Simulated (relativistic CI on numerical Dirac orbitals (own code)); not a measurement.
Calculated at this level of theory: Dirac-Coulomb-Breit CI, separate exchange-only KLI orbitals for each configuration, model QED, unscaled Slater integrals (own radial code, finite nucleus).

The strongest absorption lines from the ground level of an ion, among the configurations computed and to levels below about 15800 eV (vacuum wavelength in nm, gf): 0.07857 (0.043), 0.07899 (0.026), 0.08706 (0.1), 0.08809 (0.065), 0.11360 (0.36), 0.11788 (0.27), 0.81914 (0.24), 6.6852 (0.013).

Task: Which ion is it?
A. Pt⁷⁵⁺
B. Hf⁶⁷⁺
C. Nd⁵⁷⁺
D. Hf⁶⁹⁺

Result: D. Hf⁶⁹⁺ has 3 electrons and the ground level 2s 2S_1/2; the strongest line goes to 3p 2P°_3/2. The pattern of lines fixes the number of electrons, and along that sequence the line energies rise steadily with the charge (about as its square where n changes within one kind of shell, about linearly where n is kept but much faster in heavy ions where fine structure, which grows about as Z⁴, sets the gap, and irregularly where shells cross), which fixes Z. Configurations outside the model, such as inner-shell arrays, can give stronger lines. At this charge energies of transitions that change n are usually good to better than 1 %, and those within a shell (Δn = 0) to a few per cent.
